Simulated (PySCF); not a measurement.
PySCF 2.14 output of an unrestricted M06-2X calculation on a single atom or ion in aug-cc-pwCVQZ (10s9p7d5f3g, 134 functions), with the non-relativistic Hamiltonian (point nucleus):

```
SCF conv_tol = 1e-09
number electrons alpha = 10  beta = 6
    Y. Zhao and D. G. Truhlar.,  Theor. Chem. Acc. 120, 215 (2008)
    Y. Zhao and D. G. Truhlar.,  Theor. Chem. Acc. 120, 215 (2008)
cycle= 1 E= -459.165641708681  delta_E= -0.0102  |g|= 0.0366  |ddm|= 2.19
cycle= 2 E= -459.165734804681  delta_E= -9.31e-05  |g|= 0.00576  |ddm|= 0.0862
cycle= 3 E= -459.16574068977  delta_E= -5.89e-06  |g|= 0.00203  |ddm|= 0.034
cycle= 4 E= -459.16574135986  delta_E= -6.7e-07  |g|= 0.000171  |ddm|= 0.00475
cycle= 5 E= -459.165741404088  delta_E= -4.42e-08  |g|= 3.27e-05  |ddm|= 0.0013
cycle= 6 E= -459.165741405761  delta_E= -1.67e-09  |g|= 6.49e-06  |ddm|= 0.00014
cycle= 7 E= -459.165741405819  delta_E= -5.83e-11  |g|= 9.62e-07  |ddm|= 4.59e-05
converged SCF energy = -459.165741405819  <S^2> = 6.0015817  2S+1 = 5.0006326
```

The run itself started from symmetry-adapted Hartree-Fock orbitals and held the occupation by maximum overlap, on a logarithmic radial grid, so the iterations belong to that start.

Q: Which element, charge and spin multiplicity is this?

A: Cl⁺ (chlorine, charge +1), multiplicity 5; the state was [Ne] 3s2 3p3 3d1, high-spin 5D determinant (an excited configuration).

The outer electron is Rydberg-like, and this basis confines it to a smaller radius and binds it less than a complete one would.
